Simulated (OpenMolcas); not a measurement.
**Te5+: CASPT2 settings compared**

* Program: OpenMolcas 26.06
* Basis: ANO-R1 [6s5p3d1f]
* Scalar Hamiltonian: X2C, finite nucleus
* Active space: 1 electron in 8 orbitals (5s 5p 6s 6p)
* State averaging: 2S+1 = 2 even, 1 root; 2S+1 = 2 odd, 3 roots
* Spin-orbit coupling: state interaction with AMFI integrals over the reference wave functions, term energies averaged over their components

Methods on the same reference wave functions:
A. CASSCF
B. SS-CASPT2, IPEA 0.1 Eh, imaginary shift 0.05 Eh (closed shells correlated: 4d)
C. XMS-CASPT2, IPEA 0.15 Eh, no level shift (closed shells correlated: 4s 4p 4d)

Energies in cm⁻¹ above 5s ²S_1/2, the measured ground level; measured values from the list in Rauch et al., Astron. Astrophys. 606, A105 (2017).

| Level | A | B | C | Measured |
| --- | --- | --- | --- | --- |
| 5s ²S_1/2 | 0.0 | 0.0 | 0.0 | 0.0 |
| 5p ²P°_1/2 | 85657 | 86804 | 86773 | 93335 |
| 5p ²P°_3/2 | 96294 | 97441 | 97410 | 105150 |

Deviations, from unrounded energies. A percentage is the sum of absolute deviations over the sum of measured energies, with the sign that they share, or ± where signs differ.

```tsv
Against measurement	Levels	A	B	C
mean absolute deviation (cm-1)	2	8300	7100	7200
other configurations (%)	2	-8.3	-7.2	-7.2
```

B, C lie about equally close to measurement and A furthest from it. The largest miss of B in the table is 5p ²P°_3/2, by -7700 cm-1. The ranking rests on the paired levels alone, and a cruder setting can come out closer through cancelling errors.

Between B and C the level of the table that moves most is 5p ²P°_1/2, by 31 cm-1 (lowest in C, highest in B).

The lowest spin-free term lies below A's lowest term by 0.289 hartree in B, 0.343 hartree in C.

With one active electron outside closed inactive shells, the extra shells (6p 6s) add no correlation to the reference. The basis is small and was not contracted for so high a charge. With one active electron the reference holds no correlation, so core polarisation is missing (holds for A). With one active electron, CASPT2 adds the correlation within the correlated inactive shells and between them and that electron, and leaves the splitting within a term as the reference gives it (holds for B; C). Measured partners are found by configuration, term and J. A level has none where our copy of the source lacks it or the pairing is in doubt (some pairs that miss far off the trend of their configuration count as doubtful), and it then counts in no deviation. Only configurations of the active space appear.

° marks odd parity.
